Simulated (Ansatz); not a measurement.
System: AlSiH4F, charge 0, singlet. AlSiH4F (SMILES [AlH]([F])[SiH3]).
B3LYP-D3(BJ)/def2-TZVP minimum from Ansatz (a first-principles code):
```xyz
7

Al     0.1352    -0.6906    -0.6290
F     -1.4175    -0.7506    -1.2116
H      1.1545    -1.7032    -1.2775
Si     0.5637     0.9620     1.1304
H      0.3079     2.3380     0.6317
H      1.9706     0.9003     1.6025
H     -0.3237     0.7315     2.2992
```
Charge 0, spin multiplicity 1.

Quantity: atomisation energy (electronic, to ground-state atoms), in kcal/mol. Radicals and triplets start from unrestricted determinants; spin-orbit coupling is neglected. CBS(X,Y): correlation extrapolated as X^-3, Hartree-Fock from the larger set. A bracket is a step between two methods taken in the basis named. The functionals are non-relativistic, so their misses hold any scalar relativity. Double hybrids freeze cores in their MP2 part. 'core' is core correlation in cc-pwCVTZ (1s frozen past Ne), 'X2C' scalar relativity in cc-pVTZ-DK, both at CCSD(T). For partners of very few electrons the exact lower level stands in for a higher one.

CCSD(T)/CBS(cc-pV(T+d)Z,cc-pV(Q+d)Z) + [CCSDT(Q) - CCSD(T)]/cc-pV(D+d)Z + core + X2C (Ansatz) gives 499.3 kcal/mol.

Problem. How far off this value is PBE/def2-TZVPD (Ansatz), in which direction, and which of these levels come nearer: r2SCAN/def2-TZVPD, B2PLYP/def2-TZVPD, CCSD(T)/CBS(cc-pV(T+d)Z,cc-pV(Q+d)Z) + core + X2C?

Solution. PBE gives 487.9 kcal/mol, 11.4 kcal/mol below it. Differences of the others: r2SCAN/def2-TZVPD (Ansatz) -3.1; B2PLYP/def2-TZVPD (Ansatz) -10.5; CCSD(T)/CBS(cc-pV(T+d)Z,cc-pV(Q+d)Z) + core + X2C (Ansatz) -0.4 kcal/mol. Nearer than PBE: r2SCAN/def2-TZVPD, B2PLYP/def2-TZVPD, CCSD(T)/CBS(cc-pV(T+d)Z,cc-pV(Q+d)Z) + core + X2C.
